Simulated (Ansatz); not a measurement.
Two isomers of C2H3BOSe: A = `C=C1[Se]B1O`, B = `BOC=C=[Se]`.

Computed with Ansatz on PBE0-D4/def2-TZVP structures; ΔE is electronic, products minus reactants. CCSD(T)/CBS adds triple-zeta CCSD(T) − MP2 to the extrapolated MP2 energy (def2 sets, frozen cores). Functionals use def2-TZVPP. B3LYP here is the variant with VWN-RPA as its local correlation; programs differ in this. For Se outer-core shells are correlated without core-valence functions, which leaves a few kJ/mol of doubt a bond. Scalar relativity is left out up to krypton. One conformer a species, not always the lowest.

A:

```xyz
8

C    -0.7299    0.8270   -1.1409
C    -0.2211    0.3947   -0.0004
Se   -0.1635    1.0660    1.8533
B     0.4995   -0.4951    0.9504
O     1.1847   -1.6173    1.1937
H    -0.6077    0.2326   -2.0417
H    -1.2733    1.7603   -1.2303
H     1.3113   -2.1682    0.4160
```

B:

```xyz
8

B    -1.452   -0.218    0.269
O    -0.713    0.334   -0.721
C     0.635    0.570   -0.634
C     1.488   -0.143    0.061
Se    2.616   -1.060    0.926
H    -0.953   -0.480    1.325
H    -2.602   -0.405    0.009
H     0.981    1.403   -1.236
```

Task: Which is lower in electronic energy at CCSD(T)/CBS, and by how much? (Best estimate.)

Result: Ansatz gave: A, by 193.7 kJ/mol.

Task: Give E(B) − E(A) in kJ/mol with B3LYP-D4, PBE-D4, HF/def2-TZVPP, B3LYP, r2SCAN-D4, CCSD/def2-TZVPP, CCSD(T)/def2-TZVPP. (Best estimate.)

Result: The calculation gave: B3LYP-D4 182.9, PBE-D4 201.1, HF/def2-TZVPP 170.4, B3LYP 180.8, r2SCAN-D4 203.6, CCSD/def2-TZVPP 189.4, CCSD(T)/def2-TZVPP 189.4. None reverses the order clearly.

Largest T1 diagnostic: 0.017.

From PBE to PBE0 (25 % exact exchange), in def2-TZVPP and without D4, E(B) − E(A) moves by +7.9 kJ/mol. In def2-TZVPP, CCSD(T) changes the Hartree–Fock value by +19.0 kJ/mol (the triples alone add −0.1 kJ/mol) and MP2 by +36.1 kJ/mol.
